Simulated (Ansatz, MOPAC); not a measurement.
Diatomic WH, multiplicity 6 (lowest of 2S+1 = 2, 4, 6, 8 at CCSD(T)/def2-TZVPP on PBE0 minima; our sources give no spin for the ground state, which may be another). No spin–orbit coupling.

The constants come from a fifth-degree fit in 1/R (seven points, main isotopes). Runs in def2 and cc sets follow the lowest solution found near the PBE0 minimum.

Correlated levels freeze the inner cores; with def2 sets outer-core shells near the valence are correlated too. CBS(a, b) extrapolates the correlation energy as X⁻³ and adds the Hartree–Fock energy of set b. The state that PM6 reach isn't checked.

Run with Ansatz (a quantum-chemistry and plane-wave program) with Gaussian orbitals; MOPAC for PM6 (differences of heats of formation). Values without a source in brackets are computed. In def2 rows elements past Kr take small-core potentials, without spin–orbit coupling.

| level | r_e (Å) | ω_e (cm⁻¹) | ω_e x_e (cm⁻¹) | dipole (D) |
|---|---|---|---|---|
| PM6 | 1.652 | 2498 | 20 | - |
| BHLYP/def2-TZVPP | 1.720 | 1922 | 26 | 2.22 |
| CAM-B3LYP/def2-TZVPP | 1.720 | 1919 | 27 | 2.09 |
| wB97M-V/def2-TZVPP | 1.719 | 1917 | 27 | 2.18 |
| CCSD/def2-TZVPP | 1.714 | 1922 | 27 | - |
| CCSD/def2-QZVPP | 1.712 | ? | 26 | - |
| CCSD(T)/def2-TZVPP | 1.713 | 1918 | 28 | - |
| CCSD(T)/CBS(def2-TZVPP, def2-QZVPP) | ? | ? | 27 | - |

### Question
Complete the blanks.

### Answer

- CCSD(T)/CBS(def2-TZVPP, def2-QZVPP), r_e (Å): 1.708
- CCSD(T)/CBS(def2-TZVPP, def2-QZVPP), ω_e (cm⁻¹): 1927
- CCSD/def2-QZVPP, ω_e (cm⁻¹): 1925
